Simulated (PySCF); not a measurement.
## Two-photon absorption: SMILES CSc1ccc(Cl)cc1, C7H7ClS

Geometry (Å), atoms numbered from 1 in this order:
```xyz
16

C     2.269    0.567   -0.007
S     1.312   -0.771   -0.729
C    -0.287   -0.546   -0.027
C    -1.277   -1.465   -0.410
C    -2.569   -1.372    0.088
C    -2.891   -0.350    0.984
Cl   -4.502   -0.228    1.610
C    -1.922    0.569    1.374
C    -0.625    0.472    0.872
H     2.326    0.484    1.089
H     1.874    1.554   -0.291
H     3.282    0.463   -0.420
H    -1.029   -2.266   -1.111
H    -3.334   -2.089   -0.213
H    -2.182    1.364    2.075
H     0.115    1.205    1.193
```

Theory: TDDFT CAM-B3LYP/aug-cc-pVDZ excited states, vertical, gas phase in PySCF. Geometry: PBE0-D3(BJ)/def2-SVP.

Singlets 7 and 8 lie within 0.01 eV of each other, so their separate moments and overlaps can depend on how they mix.

**Question.** How strongly do the lowest singlets absorb one photon, and two photons of half the energy?

**Answer.** δ for parallel linear polarisation; σ at the peak of a Lorentzian of half width 0.1 eV, single beam; Ω is circular over linear.
| state | E (eV) | f | photon λ (nm) | δ (au) | σ (GM) | Ω | main |
| --- | --- | --- | --- | --- | --- | --- | --- |
| S1 | 4.69 | 0.017 | 528 | 6.32 | 0.05 | 1.36 | HOMO→LUMO+1 0.76, HOMO→LUMO+2 0.11 |
| S2 | 5.11 | 0.331 | 485 | 201 | 1.92 | 0.84 | HOMO→LUMO+2 0.78, HOMO→LUMO+1 0.14 |
| S3 | 5.17 | 0.000 | 479 | 39.9 | 0.39 | 1.50 | HOMO→LUMO 0.68 |
| S4 | 5.47 | 0.001 | 453 | 40.4 | 0.44 | 1.50 | HOMO→LUMO+3 0.51, HOMO→LUMO 0.16 |
| S5 | 5.86 | 0.014 | 423 | 53.2 | 0.67 | 1.50 | HOMO→LUMO+4 0.72, HOMO→LUMO+7 0.09 |
| S6 | 6.20 | 0.001 | 400 | 29.1 | 0.41 | 1.50 | HOMO→LUMO+8 0.26, HOMO→LUMO+6 0.26 |

Among these, the strongest one-photon state is S2, the strongest two-photon state S2, with a dipole change of 2.6 D (relaxed, norm of the difference vector).
